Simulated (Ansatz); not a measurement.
The same molecule with X = B, Al, Ga, In. Ansatz, PBE0-D4/def2-TZVP geometries, multiplicity 1. Each molecule was computed in one conformer, which needn't be the lowest.

Elements past krypton have def2 core potentials. Scalar relativity is left out up to krypton.

```json
{"X": "Al", "molecule": "`[F][AlH][SH]`", "mean X–F bond length / Å": "1.645", "mean X–H bond length / Å": "1.569", "mean X–S bond length / Å": "2.169", "size of the dipole moment (B3LYP/def2-TZVPP) / D": "1.85", "ideal-gas entropy at 298 K and 1 bar (rigid rotor, harmonic PBE0-D4/def2-TZVP) / J/(mol·K)": "292", "HOMO energy (PBE0/def2-TZVPP) / eV": "-8.08"}
{"X": "Ga", "molecule": "`[F][GaH][SH]`", "mean X–F bond length / Å": "1.756", "mean X–H bond length / Å": "1.547", "mean X–S bond length / Å": "2.183", "size of the dipole moment (B3LYP/def2-TZVPP) / D": "1.27", "ideal-gas entropy at 298 K and 1 bar (rigid rotor, harmonic PBE0-D4/def2-TZVP) / J/(mol·K)": "303", "HOMO energy (PBE0/def2-TZVPP) / eV": "-8.08"}
{"X": "In", "molecule": "`[F][InH][SH]`", "mean X–F bond length / Å": "1.954", "mean X–H bond length / Å": "1.693", "mean X–S bond length / Å": "2.360", "size of the dipole moment (B3LYP/def2-TZVPP) / D": "2.09", "ideal-gas entropy at 298 K and 1 bar (rigid rotor, harmonic PBE0-D4/def2-TZVP) / J/(mol·K)": "317", "HOMO energy (PBE0/def2-TZVPP) / eV": "-7.88"}
```

(1) Give the row for X = B, `FBS`. (An estimate is asked.)

## Answers

(1) Ansatz gave: 
```csv
X,molecule,mean X–F bond length / Å,mean X–H bond length / Å,mean X–S bond length / Å,size of the dipole moment (B3LYP/def2-TZVPP) / D,"ideal-gas entropy at 298 K and 1 bar (rigid rotor, harmonic PBE0-D4/def2-TZVP) / J/(mol·K)",HOMO energy (PBE0/def2-TZVPP) / eV
B,`FBS`,1.322,1.194,1.794,1.57,268,-8.36
```

From B to In the mean X–F bond length rises at each step, by 0.632 Å in all; the mean X–H bond length isn't monotonic: highest at In, lowest at B; the mean X–S bond length rises at each step, by 0.566 Å in all; the ideal-gas entropy at 298 K and 1 bar (rigid rotor, harmonic PBE0-D4/def2-TZVP) rises at each step, by 49 J/(mol·K) in all; the HOMO energy (PBE0/def2-TZVPP) isn't monotonic: highest at In, lowest at B. Bonds lengthen as the atom grows down the group. Dipoles are sizes alone, and their direction can turn along the series.

B3LYP here is the variant with VWN-RPA as its local correlation; programs differ in this.
